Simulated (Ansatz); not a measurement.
Reaction (redistribution): `[NH2][Mo](=[O])([F])=[S]` + `NC(=O)[SiH2]Cl` → `[NH2][Mo](=[O])(=[S])[Cl]` + `NC(=O)[SiH2]F`

Gas-phase electronic energies from Ansatz, PBE0-D4/def2-TZVP geometries. CBS: MP2 limit from def2 TZ/QZ plus the TZ coupled-cluster correction, frozen cores. DFT in def2-TZVPP. B3LYP here is the variant with VWN-RPA as its local correlation; programs differ in this. def2 core potentials past Kr. For Mo outer-core shells are correlated without core-valence functions, which leaves a few kJ/mol of doubt a bond. One conformer a species, not always the lowest.

`[NH2][Mo](=[O])([F])=[S]`:

Cartesian coordinates in Å:
```
N -0.253 0.750 -0.886
Mo 0.077 -0.407 0.592
O 0.794 0.504 1.789
F -1.510 -1.134 1.203
S 1.374 -1.937 -0.061
H -0.279 1.755 -0.784
H -0.204 0.469 -1.854
```

`NC(=O)[SiH2]Cl`:

```xyz
9

N    -0.363    1.288    0.804
C    -0.773    0.190    0.141
O    -1.941   -0.122   -0.015
Si    0.494   -1.007   -0.635
Cl    2.430   -0.365   -0.297
H    -1.047    1.909    1.207
H     0.615    1.496    0.902
H     0.324   -2.336   -0.013
H     0.262   -1.053   -2.094
```

`[NH2][Mo](=[O])(=[S])[Cl]`:

Z-matrix (Å, degrees):
```
Mo
O 1 1.666
S 1 2.107 2 110.9
N 1 1.906 2 108.2 3 118.5
Cl 1 2.259 2 109.6 3 -121.3
H 4 1.010 1 124.6 2 -146.7
H 4 1.010 1 122.2 2 20.1
```

`NC(=O)[SiH2]F`:

Z-matrix (Å, degrees):
```
Si
F 1 1.608
C 1 1.902 2 110.1
H 1 1.478 2 108.7 3 -119.0
H 1 1.478 2 108.7 3 119.0
O 3 1.219 1 115.4 2 -180.0
N 3 1.349 1 120.7 2 0.0
H 7 1.009 3 119.5 1 -180.0
H 7 1.005 3 121.1 1 -0.0
```

| level | ΔE (kcal/mol) | difference from CCSD(T)/CBS |
| --- | --- | --- |
| PBE-D4 | -8.0 | 4.8 |
| r2SCAN-D4 | -9.1 | 3.7 |
| PBE0-D4 | -9.4 | 3.4 |
| B3LYP-D4 | -10.7 | 2.1 |
| ωB97X-V | -8.7 | 4.1 |
| ωB97M-V | -9.5 | 3.3 |
| B2PLYP | -12.6 | 0.2 |
| PBE | -7.8 | 5.0 |
| r2SCAN | -9.1 | 3.7 |
| PBE0 | -9.3 | 3.5 |
| B3LYP | -10.4 | 2.4 |
| HF/def2-TZVPP | -12.2 | 0.6 |
| MP2/def2-TZVPP | -17.1 | -4.3 |
| SCS-MP2/def2-TZVPP | -15.9 | -3.1 |
| CCSD/def2-TZVPP | -12.5 | 0.3 |
| CCSD(T)/def2-TZVPP | -12.7 | 0.1 |
| HF/def2-QZVPP | -12.5 | 0.3 |
| MP2/def2-QZVPP | -17.2 | -4.4 |
| SCS-MP2/def2-QZVPP | -16.0 | -3.2 |
| HF/CBS(def2) | -12.6 | 0.2 |
| MP2/CBS(def2) | -17.1 | -4.3 |
| CCSD/CBS(def2) | -12.6 | 0.2 |
| CCSD(T)/CBS | -12.8 | 0 |

Largest T1 diagnostic among the species: 0.025, so the coupled-cluster value is less sure than usual.

From PBE to PBE0 (25 % exact exchange), in def2-TZVPP and without D4, ΔE moves by −1.5 kcal/mol.
